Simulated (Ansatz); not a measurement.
`F[SiH2]N[SiH](F)F` + `CN[SiH3]` → `CN([SiH3])[SiH2]F` + `N[SiH](F)F`  (ligand exchange at the Si–N bond)

Program: Ansatz. Geometries: PBE0-D4/def2-TZVP. ΔE: electronic, gas phase. CCSD(T)/CBS adds triple-zeta CCSD(T) − MP2 to the extrapolated MP2 energy (def2 sets, frozen cores). This one scheme is used for every species. Functionals use def2-TZVPP. B3LYP here is the variant with VWN-RPA as its local correlation; programs differ in this. Each species was taken in one conformer, which may not be the lowest.

```json
{"level": "r2SCAN-D4", "ΔE (kJ/mol)": "-3.9", "difference from CCSD(T)/CBS": "1.5"}
{"level": "B3LYP-D4", "ΔE (kJ/mol)": "-4.3", "difference from CCSD(T)/CBS": "1.1"}
{"level": "ωB97M-V", "ΔE (kJ/mol)": "-4.7", "difference from CCSD(T)/CBS": "0.7"}
{"level": "r2SCAN", "ΔE (kJ/mol)": "-3.2", "difference from CCSD(T)/CBS": "2.2"}
{"level": "PBE0", "ΔE (kJ/mol)": "-1.8", "difference from CCSD(T)/CBS": "3.6"}
{"level": "MP2/def2-TZVPP", "ΔE (kJ/mol)": "-6.8", "difference from CCSD(T)/CBS": "-1.4"}
{"level": "CCSD/def2-TZVPP", "ΔE (kJ/mol)": "-3.6", "difference from CCSD(T)/CBS": "1.8"}
{"level": "MP2/def2-QZVPP", "ΔE (kJ/mol)": "-6.9", "difference from CCSD(T)/CBS": "-1.5"}
{"level": "SCS-MP2/def2-QZVPP", "ΔE (kJ/mol)": "-4.7", "difference from CCSD(T)/CBS": "0.7"}
{"level": "CCSD/CBS(def2)", "ΔE (kJ/mol)": "-3.9", "difference from CCSD(T)/CBS": "1.5"}
{"level": "CCSD(T)/CBS", "ΔE (kJ/mol)": "-5.4", "difference from CCSD(T)/CBS": "0"}
```

Largest T1 diagnostic among the species: 0.012.

In def2-TZVPP, CCSD(T) changes the Hartree–Fock value by −9.1 kJ/mol (the triples alone add −1.5 kJ/mol) and MP2 by −10.8 kJ/mol. The D4 term adds −4.6 kJ/mol with B3LYP and −2.5 kJ/mol with PBE0; it sums over pairs of atoms, weighted by their polarisabilities, and B3LYP, whose exchange is more repulsive, gets the larger term.
